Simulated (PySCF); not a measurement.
**Ionisation energy of Zr²³⁺ by level of theory**

Zr²³⁺ [Ne] 3s2 3p5 (2P) → Zr²⁴⁺ [Ne] 3s2 3p4 (3P), as a difference of total energies. Calculation: PySCF 2.14, in an even-tempered Gaussian basis (18 s from 2.5 bohr⁻², ratio 2.5; 12 p from 3.2 bohr⁻², ratio 2.5; 5 d from 17 bohr⁻², ratio 2.7; 4 f from 25 bohr⁻², ratio 2.7); the spin-free X2C one-electron Hamiltonian (Gaussian nucleus). Correlated levels: outer shells: 1s2 frozen; virtual orbitals above 40 to 60 times the deepest correlated orbital energy dropped. The calculations carry no spin-orbit coupling.

```tsv
method	ionisation energy (eV)
UHF	1150.6
MP2 (outer shells)	1151.5
SCS-MP2 (outer shells)	1151.5
CCSD (outer shells)	1151.5
CCSD(T) (outer shells)	1151.5
```

Spin-orbit coupling is strong in these open shells (close to jj coupling). The scalar numbers leave it out and a first-order estimate fails, so it can dominate the gap to the real levels.

Breit and QED terms and the two-electron picture change are absent.

For comparison: 1144.7 ± 1.2 eV (semi-empirical (NIST evaluation); NIST Atomic Spectra Database, ionization energies).
